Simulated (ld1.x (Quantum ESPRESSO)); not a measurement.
# tantalum (Ta), PAW: configuration errors across variants

Ta, PAW, made with ld1.x (Quantum ESPRESSO) 7.5 (PBE, scalar-relativistic). Core [Xe] 4f14, reference 5d3 6s1.75 6p0.25. Waves: 6s (bound): rcut 2.20, rcutus 2.65 bohr; 6s channel at 0.3 Ry: rcut 2.20, rcutus 2.65 bohr; 6p (bound): rcut 3.85, rcutus 4.50 bohr; 6p channel at 4.4 Ry: rcut 3.85, rcutus 4.50 bohr; 5d (bound): rcut 2.30, rcutus 2.55 bohr; 5d channel at 3.85 Ry: rcut 2.30, rcutus 2.55 bohr. Local part: all-electron potential smoothed inside 2.05 bohr (lloc = -1). Core correction: a·sin(br)/r model core, default radius (ld1.x builds one for every PAW set, though the input has nlcc=.false.). Augmentation charge: BG, radius 2.50 bohr.

All-electron excitation energies from the reference (eV): (1) 5d3 6s2 6p0 -1.020; (2) 5d3 6s1 6p0 7.448; (3) 5d3 6s0 6p0 22.420; (4) 5d3 6s1 6p1 3.159; (5) 5d3 6s0 6p2 7.575; (6) 5d4 6s0 6p0 8.882; (7) 5d2 6s2 6p1 1.966.

The overlap operator is not positive definite (basis up to 400 Ry) in “all radii but the core radius scaled by about 1.15 (s 3.06, p 5.18, d 2.94 bohr, rcut 2.54/4.44/2.66); local potential all-electron potential smoothed inside 2.36 bohr (lloc = -1); augmentation BG, radius 2.88 bohr”, “all radii but the core radius scaled by about 1.31 (s 3.48, p 5.90, d 3.34 bohr, rcut 2.88/5.06/3.02); local potential all-electron potential smoothed inside 2.68 bohr (lloc = -1); augmentation BG, radius 3.28 bohr”. Such files are unfit for use, however small their errors in these radial tests.

4 further variants failed, have other tests or too few solved ones, and are left out.

A true bound ghost makes a file unfit for plane-wave use even where its test errors are small: the radial tests pick states by their node count and pass the ghost by.

Errors AE − PS in meV (a dash: test not solved or not reliable):

| change | (1) | (2) | (3) | (4) | (5) | (6) | (7) | bound ghosts |
| --- | --- | --- | --- | --- | --- | --- | --- | --- |
| base | -0.2 | -5.1 | +30 | -2.8 | -4.4 | -41 | -28 | s |
| all radii but the core radius scaled by about 1.15 (s 3.06, p 5.18, d 2.94 bohr, rcut 2.54/4.44/2.66); local potential all-electron potential smoothed inside 2.36 bohr (lloc = -1); augmentation BG, radius 2.88 bohr | +0.2 | +2.0 | +13 | -5.3 | -53 | -41 | – | not determined (overlap not positive) |
| all radii but the core radius scaled by about 1.31 (s 3.48, p 5.90, d 3.34 bohr, rcut 2.88/5.06/3.02); local potential all-electron potential smoothed inside 2.68 bohr (lloc = -1); augmentation BG, radius 3.28 bohr | +0.6 | -3.2 | -25 | -2.6 | -30 | -40 | -21 | not determined (overlap not positive) |

(1) Give the same row for: all radii but the core radius scaled by about 1.24 (s 3.30, p 5.58, d 3.16 bohr, rcut 2.74/4.78/2.86); local potential all-electron potential smoothed inside 2.54 bohr (lloc = -1); augmentation BG, radius 3.10 bohr.

Answers

(1) +0.2, +0.2, -2.2, -6.1, -49, -41, -28; bound ghosts: not determined (overlap not positive). Its overlap operator is not positive definite in a basis up to 400 Ry (lowest eigenvalue p -0.02), so the file is unfit for use: the generalised eigenproblem breaks down once the basis is large enough, and its test numbers describe a broken file.
